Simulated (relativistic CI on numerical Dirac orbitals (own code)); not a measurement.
## How well does a small relativistic CI reproduce Sb⁺?

Calculated at this level of theory: Dirac-Coulomb-Breit CI, KLI orbitals optimised for each configuration, model QED (radiative potential, 1s self-energy scaled to tabulated hydrogen-like ionisation energies), valence Slater integrals scaled by 0.85, P86 correlation estimate, and configurations built on the next ion tied to the tabulated ionisation energy (semi-empirical) (own radial code, finite nucleus).

CI space (outside the closed core [Kr] 4d10): 5s²5p², 5s5p³, 5s²5p6s, 5s²5p5d, 5s²5p6p, 5s²5p6d, 5s²5p7s, 5s²5p5f, 5s²5p6f, 5p⁴, 5s²5d², 5s5p²5d, 5s²5p7p, 5s²4f², 5s²5p4f, 5s²5p7d, 5s²5p5g, 5s²5p7f, 5s5p²6s, 5p²5d². Levels of other configurations are missing.

| Configuration | Term (tabulated) | J | Measured (cm⁻¹) | Computed | Error | Purity (%) |
| --- | --- | --- | --- | --- | --- | --- |
| 5s²5p² | 3P | 0 | 0.0 | 0 | 0 | 93 |
| 5s²5p² | 3P | 1 | 3054.6 | 2919 | -135 | 97 |
| 5s²5p² | 3P | 2 | 5658.2 | 5559 | -99 | 85 |
| 5s²5p² | 1D | 2 | 12789.8 | 13177 | 387 | 85 |
| 5s²5p² | 1S | 0 | 23905.5 | 22874 | -1032 | 91 |
| 5s5p³ | 5S° | 2 | 51722.9 | 48818 | -2905 | 99 |
| 5s5p³ | 3D° | 1 | 66291.6 | 66112 | -180 | 64 |
| 5s5p³ | 3D° | 2 | 66502.3 | 66253 | -249 | 61 |
| 5s5p³ | 3D° | 3 | 67887.5 | 67700 | -188 | 68 |
| 5s²5p6s | 3P° | 0 | 69137.3 | 69782 | 645 | 97 |
| 5s²5p6s | 3P° | 1 | 69535.7 | 70223 | 687 | 74 |
| 5s²5p6s | 3P° | 2 | 75274.5 | 75726 | 452 | 60 |
| 5s5p³ | 3P° | 0 | 76857.8 | 76540 | -318 | 59 |
| 5s²5p5d | 3F° | 3 | 77726.9 | 77910 | 183 | 94 |
| 5s²5p5d | 3F° | 4 | 81083.0 | 81196 | 113 | 99 |
| 5s²5p6p | 3D | 1 | 83826.4 | 83499 | -328 | 62 |
| 5s²5p6p | 3D | 2 | 86183.6 | 85863 | -321 | 70 |
| 5s²5p6p | 3D | 3 | 91583.2 | 91306 | -277 | 98 |
| 5s²5p6p | 1D | 2 | 93853.2 | 93878 | 25 | 76 |

Measured levels from NIST Handbook of Basic Atomic Spectroscopic Data (Sansonetti and Martin, J. Phys. Chem. Ref. Data 34, 1559 (2005)); pairs were made by configuration, J and term (by order where the table uses no LS term), so strongly mixed levels may be paired wrongly.

Mean error by configuration (cm⁻¹): 5s²5p² -220; 5s5p³ -768; 5s²5p6s 595; 5s²5p5d 148; 5s²5p6p -225. Over the excited levels the mean absolute error is 474 cm⁻¹ (18 of the 27 excited levels that our extract of the source holds in range could be paired, and the others can miss by more), and the median relative error of those above 1,000 cm⁻¹ is 0.4 %.

Transition probabilities of persistent lines. The last column rescales the computed rate by the cube of measured over computed energy:

```csv
λ measured (Å),Lower,Upper,A tabulated (s⁻¹),A computed,A rescaled
1384.66 vacuum,5s²5p² ³P1,5s²5p6s ³P°2,1.10e+08,2.17e+08,2.12e+08
1436.45 vacuum,5s²5p² ³P2,5s²5p6s ³P°2,5.20e+08,3.67e+08,3.58e+08
```
